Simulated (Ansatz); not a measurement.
Ideal-gas functions of `[F][Ti]([SH])([Cl])[Cl]` at 400 K and 1 bar, from an Ansatz frequency run at PBE0-D4/def2-TZVP.

Molar mass 170.85 g/mol, point group C1 (symmetry number 1), electronic degeneracy 1, moments of inertia 324.204, 331.559, 447.586 u Å². Harmonic wavenumbers (cm⁻¹, unscaled): 50, 119, 135, 136, 169, 182, 399, 479, 507, 541, 787, 2682.

Use S(trans) = R[1.5 ln M + 2.5 ln T − 1.1517]; rotational temperatures θ = 24.2544 K / I; S(rot) = R[ln(√π/σ · √(T³/θAθBθC)) + 1.5]; for each mode x = 1.438777 ν̃/T, S = R[x/(eˣ − 1) − ln(1 − e⁻ˣ)] and H = RT x/(eˣ − 1); 1 cm⁻¹ = 0.0119627 kJ/mol; R = 8.31446 J/(mol·K).

By hand: the entropy, in J/(mol·K).

Translation 179.1. Rotation: θ = 0.0748, 0.0732, 0.0542 K, giving 125.7. Vibration, mode by mode: 22.59, 15.43, 14.40, 14.34, 12.58, 11.98, 5.99, 4.75, 4.38, 3.98, 1.98, 0.01, in all 112.4. Electronic 0.0. Sum 417.2 J/(mol·K).

By hand: H − E and G − E in kJ/mol, counted from the electronic energy.

Zero-point energy ½ × 6186 × 0.0119627 = 37.0; thermal vibration 21.2; translation, rotation and pV give 4 RT = 13.3. H − E = 71.5 kJ/mol, and G − E = 71.5 − 400 × 417.2/1000 = -95.4 kJ/mol.

Vibration gives 27 % of the entropy, 66.8 J/(mol·K) of it from the modes under 150 cm⁻¹: soft modes count most, and the harmonic formula is weakest for them. The sum counts one conformer and one mirror image; others add a mixing term.
